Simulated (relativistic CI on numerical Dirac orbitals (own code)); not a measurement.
**Sensitivity of the levels of As³⁺ to α and to the nuclear radius**

Computed by Dirac-Coulomb-Breit CI, KLI orbitals optimised for each configuration, valence Slater integrals scaled by 0.85, P86 correlation energy added to each configuration, derivatives by finite differences, QED left out (own radial code, finite nucleus).

Configurations in the expansion (outside the closed core [Ar] 3d10): 4s², 4s4p, 4p², 4s4d, 4s4f, 4d², 4s5s, 4p4d. Levels of other configurations are missing.

With x = (α/α₀)² − 1 an excitation energy changes as ω = ω₀ + qx; K = 2q/ω₀ is the relative enhancement. Terms are leading LS components, so labels can repeat. The field-shift factor is F = δν/δ⟨r²⟩ for the transition from the lowest level.

Lowest level 4s² ¹S0.

```
    Level  ω₀ (cm⁻¹)  q (cm⁻¹)  F (GHz/fm²)
4s4p ³P°0      72552      2182        -3.96
4s4p ³P°1      73653      3265        -3.97
4s4p ³P°2      76040      5801        -3.99
4s4p ¹P°1     110595      5005        -3.95
  4p² ¹D2     176664      8262        -7.31
  4p² ³P0     177042      6751        -8.24
  4p² ³P1     178462      8489        -8.26
  4p² ³P2     181199     11490        -8.14
 4s4d ³D1     207654      5997        -3.64
 4s4d ³D2     207778      6120        -3.64
 4s4d ³D3     207967      6311        -3.64
  4p² ¹S0     208721     10290        -8.05
 4s5s ³S1     216983      3848        -2.18
 4s5s ¹S0     224420      3890        -2.18
 4s4d ¹D2     229773      6677        -4.52
4s4f ³F°2     282594      6974        -5.02
4s4f ³F°3     283026      7214        -4.82
4s4f ³F°4     283601      7565        -4.59
4s4f ¹F°3     284806      6286         -3.8
4p4d ¹D°2     295396     10110        -7.81
4p4d ³F°2     298112      9163        -6.69
4p4d ³F°3     298575      9110        -6.57
4p4d ³F°4     299909     10900        -6.81
```

Correlation outside the listed configurations is missing or only estimated: errors of thousands of cm⁻¹ between configurations and terms are usual at this charge. Rates and lifetimes follow the computed energies and can be off by large factors. The fine structure of a lone outer electron comes out too small, for d and f at times inverted, and misplaced configurations move strength between like terms.

(1) Which transition from the lowest level has the largest |K|?

Answers

(1) 4s4p ³P°2 at 76040 cm⁻¹, K = 0.153.
